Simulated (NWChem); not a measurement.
Molecule: CH₃ClHfS; SMILES [CH3][Hf](=[S])[Cl]

All runs: NWChem. Structure relaxed at the PBE-D3(BJ)/def2-SVP level. def2 effective core potentials on Hf; no spin-orbit coupling. Level SCAN/def2-SVP: energy and gradient on several grids; changes count from the extra-fine grid, which is no exact limit either.

```tsv
grid	size of the energy change (μHa)	largest change of a gradient component (μHa/bohr)	time, medium = 1 (rough)
xcoarse	40000	3000	about 1
coarse	30	2000	about 1
medium	4000	300	about 1
fine	1000	400	about 1
xfine	< 10	< 30	2
```
